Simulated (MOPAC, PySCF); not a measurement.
H$_{2}$FGa, SMILES `[F][GaH2]`, neutral singlet in the gas phase. 

Cartesian coordinates (Å):
```xyz
4

F     -1.2750    -1.0145    -0.1123
Ga     0.0981     0.0781     0.0089
H      1.4680    -0.6471     0.1414
H     -0.2911     1.5836    -0.0380
```
Charge 0, multiplicity 1.

All levels are single points at this geometry (PBE0-D3(BJ)/def2-TZVP); Pople sets use spherical d functions. Orbital energies aren't observables, and empty levels follow the basis.

HF/STO-3G in PySCF gives dipole (D) = 0.91.

Task: Estimate the dipole (D) from each of these levels: PBE-D3(BJ)/def2-TZVP in PySCF; PBE0-D3(BJ)/def2-TZVP in PySCF; B3LYP/3-21G in PySCF; B3LYP/LANL2DZ in PySCF; M06-2X/6-31G* in PySCF; SVWN5/6-31G* in PySCF; HF/6-31G* in PySCF; PM6 in MOPAC.

Result: 
| level | dipole (D) |
|---|---|
| PBE-D3(BJ)/def2-TZVP in PySCF | 2.06 |
| PBE0-D3(BJ)/def2-TZVP in PySCF | 2.23 |
| B3LYP/3-21G in PySCF | 1.77 |
| B3LYP/LANL2DZ in PySCF | 2.74 |
| M06-2X/6-31G* in PySCF | 2.19 |
| SVWN5/6-31G* in PySCF | 1.94 |
| HF/6-31G* in PySCF | 2.49 |
| PM6 in MOPAC | 2.86 |
